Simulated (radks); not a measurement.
Problem. Ionisation of the lutetium ion Lu2+, [Xe] 4f14 6s1, to [Xe] 4f14 as the strength of local exchange is varied. All-electron calculation, Dirac Kohn-Sham, Slater X-alpha exchange (alpha = 2/3 is LDA exchange), no correlation, spin-unpolarised, spherical densities, point nucleus. Program: a radial shooting solver on a logarithmic mesh with Libxc functionals.

alpha  E(Lu2+) (hartree)  exchange (hartree)  IE (eV)  -e of the level emptied (eV)  <r> of it (bohr)
0.667        -14564.4561           -285.6053   20.293                16.883 (6s1/2)             3.074
0.668        -14564.8843           -286.0427   20.300                16.890 (6s1/2)             3.073
0.744        -14597.4677           -319.3622   20.827                17.436 (6s1/2)             3.032
0.745        -14597.8970           -319.8016   20.834                17.444 (6s1/2)             3.032
0.838        -14637.8777           -360.7896   21.489                18.125 (6s1/2)             2.983
0.94         -14681.8635           -406.0130   22.220                18.888 (6s1/2)             2.932
1.013        -14713.4306           -438.5510   22.751                19.444 (6s1/2)             2.896
?            -14569.1671           -290.4179   20.368                16.962 (6s1/2)             3.068

Which alpha was used in the last row?

Solution. alpha = 0.678. NIST Atomic Spectra Database: 20.959 eV (measured). The Delta-SCF value meets it near alpha = 0.76. Spin polarisation and multiplet splitting are left out, so open shells lie too high by an amount that depends on their filling.

Beside tabulated values, note that spin-unpolarised runs miss the spin-polarisation part of the exchange energy of open shells.
